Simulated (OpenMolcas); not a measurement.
# Ionisation energies of caesium

| Property | Result |
| --- | --- |
| Program | OpenMolcas |
| Basis | ANO-R3 [8s7p4d2f1g1h] |
| Scalar Hamiltonian | X2C, finite nucleus |
| Spin-orbit coupling | state interaction with AMFI integrals over the reference wave functions, term energies averaged over their components |

Active shells in each charge state: the valence s, p, d shells, with orbitals averaged over the low states. Where CASPT2's correlated closed shells are named, they are those of the first ion.

A. CASSCF
B. SS-CASPT2, IPEA 0.25 Eh, imaginary shift 0.1 Eh (closed shells correlated: 5s 5p)
C. SS-CASPT2, IPEA 0 Eh, imaginary shift 0.1 Eh (closed shells correlated: 5s 5p)
D. SS-CASPT2, IPEA 0.25 Eh, imaginary shift 0.1 Eh (closed shells correlated: 4d 5s 5p)
E. SS-CASPT2, IPEA 0.25 Eh, imaginary shift 0.1 Eh (closed shells correlated: none)

Energies in eV between the lowest computed levels, named as in B; reference values from the NIST Atomic Spectra Database with their kind.

| From | To | A | B | C | D | E | Spin-orbit share in B | Reference |
| --- | --- | --- | --- | --- | --- | --- | --- | --- |
| Cs 6s 2S 1/2 | Cs+ 5p6 1S0 | 3.473 | 3.762 | 3.793 | 3.781 | 3.473 | +0.000 | 3.894 (measured) |

Error against the reference values, in %:

```csv
From,Reference,A,B,C,D,E
Cs,measured,-10.8,-3.4,-2.6,-2.9,-10.8
```

Absolute error against the one measured value: A 0.42 eV, B 0.13 eV, C 0.10 eV, D 0.11 eV, E 0.42 eV.

The lowest level within the active space need not be the ion's true ground level.
